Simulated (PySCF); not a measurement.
## How methods differ on the ionisation energy of Pb²⁺

Pb²⁺ [Xe] 4f14 5d10 6s2 (1S) → Pb³⁺ [Xe] 4f14 5d10 6s1 (2S), as a difference of total energies. Computed with PySCF 2.14 in def2-TZVPPD with the def2 core potential (60 electrons) (7s5p4d2f, 56 functions), with scalar relativity through the core potential. Correlated levels: valence: 5s2 5p6 5d10 frozen; valence and next inner shell: nothing frozen outside the core potential. The calculations carry no spin-orbit coupling.

```
                                method  ionisation energy (eV)
                                   UHF                  29.764
                                   LDA                  32.617
                                   PBE                  32.107
                                  PBE0                  31.758
                                   M06                  31.924
                                  PW91                  32.202
                                  BLYP                  32.143
                               LC-wPBE                  31.560
                         MP2 (valence)                  30.329
    MP2 (valence and next inner shell)                  31.863
SCS-MP2 (valence and next inner shell)                  31.748
```

Task: Estimate what SCS-MP2 (valence) gives.

Result: 30.442 eV, closest to MP2 (valence) among the rows shown.

Task: Estimate what r2SCAN gives.

Result: 31.849 eV, closest to MP2 (valence and next inner shell) among the rows shown.

Errors of the correlated levels include the incompleteness of this basis and the frozen core.

For comparison: 31.937 eV (measured; NIST Atomic Spectra Database, ionization energies).
